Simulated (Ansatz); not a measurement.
Search for a first-order saddle point of Si2H6ClF, closed shell.

The input file, in.yaml:

```yaml
crystal:
  periodic: [false, false, false]
  atoms:
    - {symbol: Si, position_ang: [-0.724442, 0.016551, -0.463789]}
    - {symbol: Cl, position_ang: [0.690343, 2.003696, -0.415508]}
    - {symbol: H, position_ang: [-1.132858, -1.230342, -1.193302]}
    - {symbol: H, position_ang: [-1.961453, 0.802217, -0.225486]}
    - {symbol: Si, position_ang: [0.524333, -0.726751, 1.370370]}
    - {symbol: H, position_ang: [0.351473, 1.312564, -1.965729]}
    - {symbol: F, position_ang: [-0.156277, 0.509914, -2.328161]}
    - {symbol: H, position_ang: [0.584133, 0.328395, 2.422325]}
    - {symbol: H, position_ang: [-0.075015, -1.982140, 1.925115]}
    - {symbol: H, position_ang: [1.899762, -1.034205, 0.874166]}
basis:
  gaussian: {orbitals: def2-TZVP}
hamiltonian: {xc: pbe0, dispersion: d4}
saddle:
  f_tol: 0.01
  max_steps: 50
  order_check: false
  mode_guess:
    - [-0.0752, -0.1864, -0.2716]
    - [0.1915, 0.3042, -0.1988]
    - [-0.2446, -0.2566, 0.0214]
    - [0.0718, -0.0000, -0.0964]
    - [0.0276, 0.0534, -0.1573]
    - [0.0702, 0.1136, 0.5223]
    - [-0.0380, -0.1460, 0.4407]
    - [-0.0428, 0.0421, -0.1334]
    - [-0.0099, 0.0745, -0.1025]
    - [0.0494, 0.0013, -0.0244]
```

An equivalent command:

```bash
ansatz run in.yaml --threads 4 --pin off --events-out ev --progress --plain
```

What Ansatz 0.2.0 printed:

```
Functional definition: PBE0
  name "PBE0"
  cite "Adamo & Barone, J. Chem. Phys. 110, 6158 (1999) doi:10.1063/1.478522"
  cite "Perdew, Burke & Ernzerhof, Phys. Rev. Lett. 77, 3865 (1996) doi:10.1103/PhysRevLett.77.3865"
  parent pbe
  parameter a = 0.25
  parameter kappa = 0.804
  parameter beta = 0.06672455060314922
  exchange = (1 - a)*pbe_x(kappa = kappa, mu = beta*pi^2/3) + a*exact_x
  correlation = pbe_c(beta = beta)
1224 factors; their error is unknown
mean field evaluation 1: about -31079.9270 eV, gradient 2.7e1 eV
mean field evaluation 2: about -31079.4323 eV, gradient 3.6e1 eV
mean field evaluation 4: about -31081.1012 eV, gradient 1.6e0 eV
mean field evaluation 8: about -31081.1059 eV, gradient 9.7e-2 eV
mean field evaluation 16: about -31081.2187 eV, gradient 4.9e-5 eV
mean field -31081.21872342 eV, -1142.2137204791 hartree, gradient 4.9e-5 eV, S^2 0.000000; 0 other end points of the search recorded, 0 dependent functions left out
the calculation of the forces begins
reference -31081.21875723 eV, -1142.2137217213 hartree; 30, 30 occupied and 148, 148 virtual orbitals, 1224 factors
these checks for a lower state are left out or cut short: stability, starts, cluster_reference, orbital_swaps, neighbouring_geometries, increment
1224 factors; their error is unknown
mean field -31081.21878491 eV, -1142.2137227386 hartree, gradient 1.4e-6 eV, S^2 0.000000; 0 other end points of the search recorded, 0 dependent functions left out
the calculation of the forces begins
reference -31081.21881872 eV, -1142.2137239811 hartree; 30, 30 occupied and 148, 148 virtual orbitals, 1224 factors
these checks for a lower state are left out or cut short: stability, starts, cluster_reference, orbital_swaps, neighbouring_geometries, increment
1224 factors; their error is unknown
mean field -31081.21888844 eV, -1142.2137265434 hartree, gradient 1.4e-6 eV, S^2 0.000000; 0 other end points of the search recorded, 0 dependent functions left out
the calculation of the forces begins
reference -31081.21892226 eV, -1142.2137277860 hartree; 30, 30 occupied and 148, 148 virtual orbitals, 1224 factors
saddle step   1: F+E_penalty+E_count = -31081.41567744 eV  max|allowed force component| = 1.463e-1 eV/Å  curvature = -3.2116 eV/Å²  mode residual = 6.19e-1 eV/Å²  Δτ_max = 0.0000 Å  (1 rotations, 3 force calls, 71 SCF iters)  cluster: 3 rotations left out, max|force component along them| = 8.880e-8 eV/Å
saddle step   2: F+E_penalty+E_count = -31081.42030386 eV  max|allowed force component| = 6.221e-2 eV/Å  curvature = -3.1343 eV/Å²  mode residual = 2.43e-1 eV/Å²  Δτ_max = 0.0160 Å  (1 rotations, 3 force calls, 75 SCF iters)  cluster: 3 rotations left out, max|force component along them| = 1.049e-8 eV/Å
saddle step   3: F+E_penalty+E_count = -31081.42137379 eV  max|allowed force component| = 5.564e-2 eV/Å  curvature = -3.0754 eV/Å²  mode residual = 1.86e-1 eV/Å²  Δτ_max = 0.0108 Å  (1 rotations, 3 force calls, 75 SCF iters)  cluster: 3 rotations left out, max|force component along them| = 1.106e-8 eV/Å
saddle step   4: F+E_penalty+E_count = -31081.42155067 eV  max|allowed force component| = 3.710e-2 eV/Å  curvature = -3.1348 eV/Å²  mode residual = 1.22e-1 eV/Å²  Δτ_max = 0.0042 Å  (1 rotations, 3 force calls, 76 SCF iters)  cluster: 3 rotations left out, max|force component along them| = 1.066e-8 eV/Å
saddle step   5: F+E_penalty+E_count = -31081.42165761 eV  max|allowed force component| = 2.629e-2 eV/Å  curvature = -3.1117 eV/Å²  mode residual = 9.86e-2 eV/Å²  Δτ_max = 0.0014 Å  (1 rotations, 3 force calls, 67 SCF iters)  cluster: 3 rotations left out, max|force component along them| = 9.276e-9 eV/Å
saddle step   6: F+E_penalty+E_count = -31081.42177868 eV  max|allowed force component| = 9.600e-3 eV/Å  curvature = -3.0748 eV/Å²  mode residual = 8.19e-2 eV/Å²  Δτ_max = 0.0048 Å  (0 rotations, 4 force calls, 91 SCF iters)  cluster: 3 rotations left out, max|force component along them| = 1.873e-8 eV/Å
saddle step   7: F+E_penalty+E_count = -31081.42184906 eV  max|allowed force component| = 7.071e-3 eV/Å  curvature = -3.1006 eV/Å²  mode residual = 9.42e-2 eV/Å²  Δτ_max = 0.0062 Å  (1 rotations, 5 force calls, 112 SCF iters)  cluster: 3 rotations left out, max|force component along them| = 3.797e-8 eV/Å
saddle step   8: F+E_penalty+E_count = -31081.42189090 eV  max|allowed force component| = 4.300e-3 eV/Å  curvature = -3.1088 eV/Å²  mode residual = 1.18e-1 eV/Å²  Δτ_max = 0.0076 Å  (1 rotations, 9 force calls, 209 SCF iters)  cluster: 3 rotations left out, max|force component along them| = 1.067e-8 eV/Å
saddle step   9: F+E_penalty+E_count = -31081.42191784 eV  max|allowed force component| = 3.571e-3 eV/Å  curvature = -3.1321 eV/Å²  mode residual = 1.22e-1 eV/Å²  Δτ_max = 0.0110 Å  (1 rotations, 8 force calls, 178 SCF iters)  cluster: 3 rotations left out, max|force component along them| = 1.092e-8 eV/Å
saddle step  10: F+E_penalty+E_count = -31081.42192000 eV  max|allowed force component| = 4.410e-4 eV/Å  curvature = -3.0982 eV/Å² (error put at 0.0012; -3.0993 at half of saddle.amplitude)  mode residual = 8.34e-2 eV/Å²  Δτ_max = 0.0010 Å  (1 rotations, 8 force calls, 161 SCF iters)  cluster: 3 rotations left out, max|force component along them| = 2.950e-8 eV/Å
Total energy: -31081.42195385 eV, -1142.2211890597 hartree
Atom 0 at    -0.700812     0.013463    -0.471306 Å, force     0.000069     0.000132    -0.000159 eV/Å
Atom 1 at     0.682630     2.006197    -0.423129 Å, force    -0.000088     0.000070    -0.000118 eV/Å
Atom 2 at    -1.106132    -1.228228    -1.194918 Å, force     0.000008    -0.000026     0.000048 eV/Å
Atom 3 at    -1.930472     0.794616    -0.231630 Å, force    -0.000013    -0.000002     0.000030 eV/Å
Atom 4 at     0.527764    -0.729248     1.371171 Å, force     0.000037    -0.000042     0.000035 eV/Å
Atom 5 at     0.318889     1.323689    -1.961457 Å, force    -0.000223    -0.000441    -0.000015 eV/Å
Atom 6 at    -0.184169     0.517315    -2.327393 Å, force     0.000296     0.000346     0.000289 eV/Å
Atom 7 at     0.591826     0.323447     2.414789 Å, force    -0.000029     0.000011    -0.000012 eV/Å
Atom 8 at    -0.098035    -1.963238     1.924117 Å, force    -0.000011    -0.000009     0.000012 eV/Å
Atom 9 at     1.898510    -1.058114     0.899758 Å, force    -0.000047    -0.000038    -0.000109 eV/Å
Dipole moment:    -0.104622    -0.191282    -0.026853 e Å

[the SCF lines of later steps are left out]
```

Hardware: 4 CPU threads, shared host. Wall time about 110 s.
